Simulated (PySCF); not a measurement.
# BI and its ions

RHF-SCS-MP2; PySCF, scalar-relativistic core potentials, basis sets B def2-SVPD, I def2-SVPD with ECP28. Neutral (RHF): singlet (closed shell), Re = 2.134 Å, ωe = 586 cm⁻¹, De = 3.38 eV.

BI⁺ (UHF): doublet (σ ↑), Re = 1.962 Å, ωe = 839 cm⁻¹, De = 2.72 eV to B⁺ + I. The energies at the minima are -321.41557 hartree for BI and -321.08932 for BI⁺.

(1) Work out the adiabatic ionisation energy, without and with harmonic zero-point energies (1 hartree = 27.2114 eV, 1 eV = 8065.5 cm⁻¹), and the change of the bond length.

BI⁻ (UHF): doublet (π ↑), Re = 2.449 Å, ωe = 271 cm⁻¹, De = 0.66 eV to B + I⁻. The energies at the minima are -321.41557 hartree for BI and -321.42930 for BI⁻.

(2) Work out the adiabatic electron affinity, without and with harmonic zero-point energies (1 hartree = 27.2114 eV, 1 eV = 8065.5 cm⁻¹), and the change of the bond length.

Correlated steps freeze 5 core orbitals. Correlated levels converge slowly with the basis: in double zeta they bind strong bonds too weakly, by up to about 1 eV, and carry superposition errors of some tenths. These are scalar-relativistic numbers at best; spin–orbit coupling would shift them, the dissociation energy most. For an ion De counts to the pair picked by the measured ionisation energies or electron affinities, which need not be the lowest pair at this level. Where the molecule has an RHF reference, its open-shell atoms are computed with UHF. States were picked by a PBE0 search and need not be the measured ground states.

Neutral and ion stand on different kinds of reference determinant, which adds to the error of the difference.

## Answers

(1) At SCS-MP2: 0.32625 hartree = 8.878 eV between the minima; the zero-point term (839.0 − 586.0)/2 cm⁻¹ = +0.016 eV makes it 8.893 eV. Re changes by -17.2 pm against the neutral. The electron leaves a σ orbital, and the shorter bond of the ion fits an antibonding orbital, or a change in how ionic the bond is.

(2) At SCS-MP2: 0.01373 hartree = 0.374 eV between the minima; the zero-point term (586.0 − 271.0)/2 cm⁻¹ = +0.020 eV makes it 0.393 eV. Re changes by +31.5 pm against the neutral. The electron enters a π orbital, and the ion is left as a loose complex of an ion and an atom.
